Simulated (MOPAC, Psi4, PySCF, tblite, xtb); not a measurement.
Dimer BCl3 ··· H3O+ (SMILES ClB(Cl)Cl and [OH3+]) (charge +1) at R = 3.34 Å between the centres of mass, closest contact 2.06 Å (lowest of the rigid-body minima from ten starts at GFN2-xTB). Geometry in Å and degrees:

```
B
Cl 1 1.7452
Cl 1 1.7452 2 119.98
Cl 1 1.7452 2 120.01 3 -179.99
H 4 2.0635 1 100.39 2 2.76
O 5 0.9811 4 142.86 1 -0.50
H 6 0.9811 5 113.40 4 -1.72
H 6 0.9811 5 113.40 7 -131.21
```

Computed with: GFN2-xTB (tblite); SAPT0/jun-cc-pVDZ, frozen core (Psi4); BLYP/def2-TZVP, counterpoise-corrected (Psi4); BLYP-D3(BJ)/def2-TZVP, counterpoise-corrected (Psi4); PBE/def2-TZVP, counterpoise-corrected (Psi4); PBE-D3(BJ)/def2-TZVP, counterpoise-corrected (Psi4); HF/aug-cc-pVDZ, counterpoise-corrected (Psi4); MP2/aug-cc-pVDZ = DF-MP2/aug-cc-pVDZ, frozen core, counterpoise-corrected run with Psi4 1.11; SCS-MP2/aug-cc-pVDZ = DF-SCS-MP2/aug-cc-pVDZ, frozen core, counterpoise-corrected (Psi4 1.11); PM6, restricted, heats of formation (MOPAC); PM3, restricted, heats of formation (MOPAC); GFN1-xTB (xtb); RKS-B3LYP/6-31G* = restricted B3LYP/6-31G*, spherical d, no counterpoise correction run with PySCF; RMP2/3-21G = restricted MP2 (frozen core)/3-21G, no counterpoise correction in PySCF; RKS-B3LYP/6-311+G** = restricted B3LYP/6-311+G**, spherical d, no counterpoise correction (PySCF); RKS-BP86/6-31G* = restricted BP86/6-31G*, spherical d, no counterpoise correction run with PySCF.

Task: What interaction energy does each level give?

Result: 
```csv
method,E_int / kcal/mol
GFN2-xTB,-20.90
PM3,-20.14
GFN1-xTB,-19.16
PBE-D3(BJ)/def2-TZVP,-18.22
BLYP-D3(BJ)/def2-TZVP,-17.93
PBE/def2-TZVP,-16.53
BLYP/def2-TZVP,-14.42
MP2/aug-cc-pVDZ,-12.22
RKS-B3LYP/6-311+G**,-12.07
RKS-BP86/6-31G*,-11.99
RKS-B3LYP/6-31G*,-11.65
SCS-MP2/aug-cc-pVDZ,-10.82
PM6,-9.63
SAPT0/jun-cc-pVDZ,-8.92
HF/aug-cc-pVDZ,-6.94
RMP2/3-21G,-5.16
```
